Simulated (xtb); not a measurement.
xtb input (GFN-FF):

```bash
xtb mol.xyz --gfnff --opt tight --chrg 0 --uhf 0
```
mol.xyz:
```
11

C     -1.61393352    -0.66138059    -0.34586461
Ge    -0.00008381     0.34663431     0.15401935
C      1.61426250    -0.69931598    -0.25873106
H     -2.51225336    -0.08755458    -0.11983065
H     -1.60267277    -0.88329959    -1.41320495
H     -1.65476815    -1.60188845     0.20401514
H     -0.03705876     0.66923755     1.66434992
H      0.03648987     1.68374649    -0.61885308
H      1.60328288    -1.64017468     0.29195452
H      2.51230997    -0.14659957     0.01578939
H      1.65537825    -0.92158582    -1.32526557
```

End of the output:

```
         :::::::::::::::::::::::::::::::::::::::::::::::::::::
         ::                     SUMMARY                     ::
         :::::::::::::::::::::::::::::::::::::::::::::::::::::
         :: total energy              -1.271000494675 Eh    ::
         :: gradient norm              0.000052788123 Eh/a0 ::
         ::.................................................::
         :: bond energy               -1.329401549184 Eh    ::
         :: angle energy               0.017172211021 Eh    ::
         :: torsion energy             0.000011617693 Eh    ::
         :: repulsion energy           0.052795239249 Eh    ::
         :: electrostat energy        -0.007337379912 Eh    ::
         :: dispersion energy         -0.004201983976 Eh    ::
         :: HB energy                  0.000000000000 Eh    ::
         :: XB energy                  0.000000000000 Eh    ::
         :: bonded atm energy         -0.000038649565 Eh    ::
         :: external energy            0.000000000000 Eh    ::
         :: add. restraining           0.000000000000 Eh    ::
         :: total charge               0.000000000000 e     ::
         :::::::::::::::::::::::::::::::::::::::::::::::::::::

           -------------------------------------------------
          |                Property Printout                |
           -------------------------------------------------

molecular dipole:
                 x           y           z       tot (Debye)
 q only:       -0.000       0.006       0.002       0.015
           -------------------------------------------------
          |                Geometry Summary                 |
           -------------------------------------------------

      molecular mass/u    :      104.7125480
   center of mass at/Å    :       -0.0000076       0.0321325       0.0142774
  moments of inertia/u·Å² :        0.3852379E+02   0.9338489E+02   0.1195951E+03
rotational constants/cm⁻¹ :        0.4375901E+00   0.1805178E+00   0.1409559E+00

 * 10 selected distances
Note: The following floating-point exceptions are signalling: IEEE_UNDERFLOW_FLAG IEEE_DENORMAL
normal termination of xtb

     #   Z          #   Z                                           value/Å
     1   6 C        2  32 Ge                                      1.9540505 (max)
     2  32 Ge       3   6 C                                       1.9540495
     1   6 C        4   1 H                                       1.0868406
     1   6 C        5   1 H                                       1.0867269
     1   6 C        6   1 H                                       1.0867269
     2  32 Ge       7   1 H                                       1.5329088
     2  32 Ge       8   1 H                                       1.5329088
     3   6 C        9   1 H                                       1.0867269
     3   6 C       10   1 H                                       1.0868406
     3   6 C       11   1 H                                       1.0867269 (min)

 * 3 distinct bonds (by element types)

   Z      Z             #   av. dist./Å        max./Å        min./Å
   1 H    6 C           6     1.0867648     1.0868406     1.0867269
   1 H   32 Ge          2     1.5329088     1.5329088     1.5329088
   6 C   32 Ge          2     1.9540500     1.9540505     1.9540495

optimized geometry written to: xtbopt.xyz

           -------------------------------------------------
          | TOTAL ENERGY               -1.271000494675 Eh   |
          | GRADIENT NORM               0.000052788123 Eh/α |
           -------------------------------------------------
########################################################################
[WARNING] Runtime exception occurred
-1- gfnff_setup: Could not read topology file.
########################################################################

------------------------------------------------------------------------
------------------------------------------------------------------------
 total:
 SCF:
 ANC optimizer:
```
